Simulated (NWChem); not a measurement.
Basis-set convergence for HAlCl₂O

SMILES: [OH][Al]([Cl])[Cl]
```xyz
5

Al    -0.0273     0.3510     0.0000
Cl     1.8400    -0.5845     0.0000
Cl    -1.7620    -0.7952     0.0000
O     -0.1868     2.0277     0.0000
H      0.5250     2.6695     0.0000
```
Charge 0, spin multiplicity 1.

Program: NWChem. The geometry was optimised at PBE0/def2-SVP, a minimum by its harmonic frequencies. It is one conformer; others weren't searched.

Quantity: LUMO energy at the level B3LYP.

B3LYP has NWChem's definition, with VWN1-RPA local correlation. The Pople sets run with spherical d functions. The structure started from a generated list of species.

| basis | functions | LUMO energy (eV) |
|---|---|---|
| STO-3G | 33 | 2.60 |
| pcseg-1 | 73 | -1.45 |
| def2-SVP | 73 | -1.03 |
| 6-31+G* | 86 | -1.68 |
| 6-311G** | 102 | -1.44 |
| def2-SVPD | 109 | -1.60 |
| aug-pcseg-1 | 113 | -1.65 |
| 6-311++G** | 119 | -1.71 |
| def2-TZVP | 148 | -1.31 |
| aug-cc-pVTZ | 219 | -1.60 |

Smallest basis within 0.1 eV of aug-cc-pVTZ, the largest set run: 6-31+G*, with 86 functions against 219 and about 1 % of the time (also within reach: def2-SVPD, aug-pcseg-1). aug-cc-pVTZ isn't the basis-set limit itself, and a small set can land close by cancellation.
